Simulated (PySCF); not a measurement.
These are PBE-D3(BJ)/def2-TZVP // TPSSh-D3(BJ)/def2-TZVP in PySCF 2.14.0 values and carry that method's errors. Gas-phase values, no solvent. One relaxed conformer stands for a flexible species; it need not be the lowest. Excitations are Tamm–Dancoff values on a coarser integration grid. The basis has no diffuse functions, so Rydberg states are missing or too high.

Reference species (SMILES): `N[Si](Cl)(N)Cl` (neutral, multiplicity 1).

| Property | Result |
|---|---|
| T1 excitation (TDA) | 6.12 eV |
| HOMO | -6.53 eV |

Changed species: `N[Si](N)(N)N` (4 of 4 Cl replaced by NH2; the reference has 2 of 4 Cl replaced by NH2).

Q: Give the shifts of the T1 excitation (TDA) and HOMO.

A: the T1 excitation (TDA) falls by 0.95 eV, to 5.17 eV; the HOMO goes up by 1.31 eV, to -5.22 eV.
